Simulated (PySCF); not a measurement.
# Bond lengths and vibrations by method: BClHO2 anion

All numbers below are calculated, not measured. They come from PySCF 2.14.0, an open-source quantum chemistry program, on an isolated molecule that a program drew, which may never have been made. The molecule is BClHO2 anion (charge -1, singlet), drawn as the SMILES string `[O-]B(O)Cl`.

The geometry was optimised and harmonic frequencies were computed with HF and MP2, all in the aug-cc-pV(D+d)Z basis, for the commonest isotopes, with a restricted reference for singlets and an unrestricted one otherwise, and a frozen core in MP2. Each result is a local minimum of its method.

Geometry at the HF minimum:
```xyz
5
BClHO2 anion, angstrom
O     1.4025   -3.3191    1.5117
B     0.8629   -2.1966    1.3601
O     1.4171   -0.9071    1.3569
Cl   -1.0401   -1.9831    1.0694
H     2.3421   -1.0241    1.4992
```

Lengths of the bonds as drawn, in Å (atoms numbered as above):
| bond | HF | MP2 |
|---|---|---|
| O1-B2 | 1.255 | 1.289 |
| B2-O3 | 1.404 | 1.441 |
| B2-Cl4 | 1.937 | 1.913 |
| O3-H5 | 0.943 | 0.968 |

Rotational constants, in GHz:
| constant | HF | MP2 |
|---|---|---|
| A | 10.53 | 10.07 |
| B | 4.493 | 4.517 |
| C | 3.149 | 3.118 |

Harmonic frequencies in cm^-1, each column in rising order, so a row needn't be the same motion in every method:
| rank | HF | MP2 |
|---|---|---|
| 1 | 342 | 323 |
| 2 | 382 | 375 |
| 3 | 504 | 494 |
| 4 | 552 | 535 |
| 5 | 690 | ? |
| 6 | 1024 | 925 |
| 7 | 1203 | 1115 |
| 8 | 1717 | 1557 |
| 9 | 4173 | 3816 |

**Estimate the missing MP2 frequency from the HF column.**

A single factor s that minimises the squared misfit of MP2 against s times HF over the other rows is sum(HF x MP2) / sum(HF^2) = 0.9157, with an rms misfit of 20 cm^-1. For rank 5 it gives 0.9157 x 690 = 632 cm^-1. The calculation gives 623 cm^-1, 9 cm^-1 below the estimate. The drawn bonds are on average 1.7 % longer in MP2 than in HF.
